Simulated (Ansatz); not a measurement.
PBE exchange is replaced step by step with exact exchange (0 % is PBE, 25 % PBE0; no dispersion term), basis def2-SVP, Ansatz. System: the cluster Mg₂Te₂. The state is a singlet with charge 0. Geometry: r2SCAN-D4/def2-SVP, each spin state at its own.

The relaxed quintet has other bonds than the singlet, so its gap is one between isomers.

Geometry of the singlet:

```xyz
4

Mg   -1.0226    0.7045   -0.6525
Mg    1.0226   -0.7045    0.6525
Te    1.5197    1.5033   -0.7586
Te   -1.5197   -1.5033    0.7586
```

In the def2 sets Te takes a core potential; there is no spin–orbit coupling. The structure comes from a short search, and lower isomers may exist.

| exact exchange (%) | HOMO (eV) | LUMO (eV) | gap (eV) | triplet − singlet (kJ/mol) | quintet − singlet (kJ/mol) |
| --- | --- | --- | --- | --- | --- |
| 10 | -5.14 | -3.09 | 2.05 | 135.1 | 323.7 |
| 15 | -5.32 | -2.98 | 2.34 | 140.3 | 323.2 |
| 40 | -6.25 | -2.39 | 3.86 | 167.0 | 319.2 |
